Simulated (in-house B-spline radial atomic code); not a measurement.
Configurations of Tb2+, with energies counted from [Xe] 4f9. Computed with a radial B-spline atomic code at the basis-set limit: Dirac-Hartree-Fock, average of configuration, Fermi nucleus of rms radius 5.06 fm. Energies include first-order Breit, QED and recoil terms.

Occupations are held fixed; configurations that lie above the ionisation limit could autoionise.

| configuration | E - E(ref) (eV) | highest orbital | its <r> (bohr) |
| --- | --- | --- | --- |
| [Xe] 4f8 7p1 | 12.803 | 7p3/2 | 7.754 |
| [Xe] 4f8 8p1 | 15.656 | 8p3/2 | 12.29 |
| [Xe] 4f8 7g1 | 18.089 | 7g7/2 | 21.14 |
| [Kr] 4d10 4f9 5s2 5p5 8s1 | 37.828 | 8s1/2 | 10.81 |
| [Kr] 4d10 4f9 5s2 5p5 9d1 | 40.848 | 9d5/2 | 21.94 |
| [Kr] 4d9 4f9 5s2 5p6 7s1 | 164.71 | 7s1/2 | 6.594 |
| [Kr] 4d9 4f9 5s2 5p6 7p1 | 166.34 | 7p3/2 | 7.744 |
| [Kr] 4d9 4f9 5s2 5p6 6g1 | 170.74 | 6g7/2 | 14.65 |
| [Kr] 4d9 4f9 5s2 5p6 8g1 | 172.23 | 8g7/2 | 28.64 |

Problem. Order these further configurations by energy, lowest first.
A. [Xe] 4f8 8d1
B. [Xe] 4f8 8g1
C. [Kr] 4d9 4f9 5s2 5p6 7g1
D. [Xe] 4f8 7d1
E. [Xe] 4f8 9g1

Solution. D (15.075 eV), A (16.854 eV), B (18.675 eV), E (19.077 eV), C (171.64 eV).

Problem. How far above the reference does [Xe] 4f8 7s1 lie?

Solution. 11.169 eV; its least bound orbital is 7s1/2 with <r> = 6.602 bohr.

Problem. How far above the reference does [Kr] 4d9 4f9 5s2 5p6 6s1 lie?

Solution. 155.5 eV; its least bound orbital is 6s1/2 with <r> = 3.416 bohr.

Problem. How far above the reference does [Xe] 4f8 5g1 lie?

Solution. 15.69 eV; its least bound orbital is 5g7/2 with <r> = 9.156 bohr.
